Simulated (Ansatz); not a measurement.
```yaml
crystal:
  periodic: [false, false, false]
  atoms:
    - {symbol: C, position_ang: [-0.482639, 1.093725, -0.946071]}
    - {symbol: N, position_ang: [0.211647, 0.044828, -0.948051]}
    - {symbol: Ge, position_ang: [0.441279, -0.900717, 0.640222]}
    - {symbol: H, position_ang: [-0.984701, 1.520004, -0.061811]}
    - {symbol: H, position_ang: [-0.620695, 1.653864, -1.878910]}
    - {symbol: H, position_ang: [-0.310392, -0.196116, 1.793207]}
    - {symbol: H, position_ang: [1.947345, -0.957334, 0.928413]}
    - {symbol: H, position_ang: [-0.109743, -2.315355, 0.417301]}
basis:
  gaussian: {orbitals: ANO-RCC-VTZP, point_charges: [{charge: 1.00, position_ang: [6.918, 0.782, -0.637]}]}
hamiltonian: {xc: {name: HF}}
correlation: {active_space: {window: {electrons: 6, orbitals: 2}}}
output: {forces: true}
```

```sh
$ ansatz run in.yaml --threads 2 --pin off --events-out ev --progress --plain --max-ram 4352MiB
```

Shortened log:

```
Functional definition: HF
1037 factors; integrals over basis functions are off by at most 1.1e-3 eV
mean field evaluation 1: about -59655.6065 eV, gradient 3.0e1 eV
mean field evaluation 2: about -59655.6643 eV, gradient 3.0e1 eV
mean field evaluation 4: about -59657.9285 eV, gradient 3.9e0 eV
mean field evaluation 8: about -59657.9771 eV, gradient 2.3e-1 eV
mean field -59657.97760407 eV, -2192.3902393201 hartree, gradient 1.5e-6 eV, S^2 0.000000; 0 other end points of the search recorded, 0 dependent functions left out
reference -59657.97760407 eV, -2192.3902393201 hartree; 25, 25 occupied and 148, 148 virtual orbitals, 1037 factors
Error: 6 electrons in 2 orbitals form no window around the highest filled level of the reference
```

(1) Something in this input is off. What?

Answers

(1) The active space doesn't fit the electrons. The run stopped with an error.
